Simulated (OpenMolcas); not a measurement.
**Pr3+: the spin-orbit constant, worked from levels**

| Item | Value |
| --- | --- |
| Program | OpenMolcas |
| Basis | ANO-RCC-VTZP [8s7p5d3f2g1h] |
| Scalar Hamiltonian | DKH2, point nucleus |
| Active space | 2 electrons in 7 orbitals (4f) |
| State averaging | 2S+1 = 3 even, 21 roots; 2S+1 = 1 even, 28 roots |
| Spin-orbit coupling | state interaction with AMFI integrals over the reference wave functions, term energies averaged over their components |

Methods: CASSCF; SS-CASPT2, IPEA 0.25 Eh, imaginary shift 0.1 Eh (closed shells correlated: 5s 5p). Measured levels: Martin, Zalubas and Hagan, Atomic Energy Levels: The Rare-Earth Elements, NSRDS-NBS 60 (1978).

**The spin-orbit constant.** For the Hund term 3H of f2, E(J) = (A/2) J(J+1) + constant and ζ = 2S·A = 2A. From J = 4 to J = 6 the energy changes by 11 A.

```tsv
Source	E(6) - E(4)	A	ζ
CASSCF	4680.3	425.5	851
SS-CASPT2	4711.9	428.4	857
measured	4389.1	399.0	798
```

All in cm-1. SS-CASPT2 is off by +7.4 % and CASSCF by +6.6 %. Both methods take the spin-orbit matrix elements from the reference wave functions, so the second can move ζ only through the term energies and any multistate remixing. Second-order mixing with other terms is absorbed into this ζ.

CASPT2 does not keep the components of a term degenerate, so their means are used; among the terms shown or strongly mixed into the levels shown the widest spread is 40 cm-1 (4f2 3H, SS-CASPT2). Without dynamic correlation excited terms often stand tens of per cent too high (terms of higher spin than the ground term too low), and those without a measured partner can miss by more than the paired ones (holds for CASSCF). Computed and measured levels are paired by configuration, term and J; levels that our copy of the source lacks, or whose pairing is in doubt (as where it misses far off the trend of its configuration), stay unpaired and out of the deviations. Only configurations of the active space appear.
